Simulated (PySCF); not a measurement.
In⁺ (indium, charge +1) across methods

[Kr] 4d10 5s1 5p1, high-spin 3P determinant (an excited configuration). All numbers are calculated (PySCF 2.14, the spin-free X2C one-electron Hamiltonian (Gaussian nucleus), in aug-cc-pVTZ-DK3 (8s7p5d2f, 68 functions)). The B2PLYP total includes its PT2 part (frozen core); its orbital energies are those of the SCF part.

```tsv
method	E (hartree)	mean ε 4d β (eV)	mean ε 5s α (eV)	mean ε 5p α (eV)	Σ⟨r²⟩ (bohr²)	⟨S²⟩
wB97X	-5880.51	-32.428	-19.698	-12.618	44.01	2.001
BLYP	-5880.51	-27.262	-16.339	-9.612	44.11	2.001
UHF	-5877.68986	-36.123	-20.153	-13.131	44.43	2.002
TPSS	-5880.06	-27.425	-16.415	-9.845	43.96	2.001
LDA	-5874.44	-27.594	-16.766	-9.902	43.87	2.001
B2PLYP	-5879.64	-32.177	-18.502	-11.517	44.12	2.001
PBE	-5879.90	-27.407	-16.460	-9.821	44.04	2.001
PBE0	-5879.98	-29.854	-17.552	-10.757	43.93	2.001
r2SCAN	-5880.32	-27.928	-16.769	-10.107	43.71	2.003
```
